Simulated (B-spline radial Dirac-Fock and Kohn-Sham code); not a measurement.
These are calculated numbers from a B-spline atomic structure program; the model is relaxed Dirac-Fock hole states (ΔSCF) with Breit and QED corrections and a finite nucleus. Free neutral atoms.

Problem. Order these X-ray lines by photon energy, lowest first.
A. Ta Kβ2''
B. Pb Kα1
C. Sm Kβ1
D. Bi Kβ2''
E. Re Kβ2''
F. W Kα1

Solution. C (45410.8 eV), F (59314.9 eV), A (66938.9 eV), E (71147.5 eV), B (74964.6 eV), D (89708.9 eV).
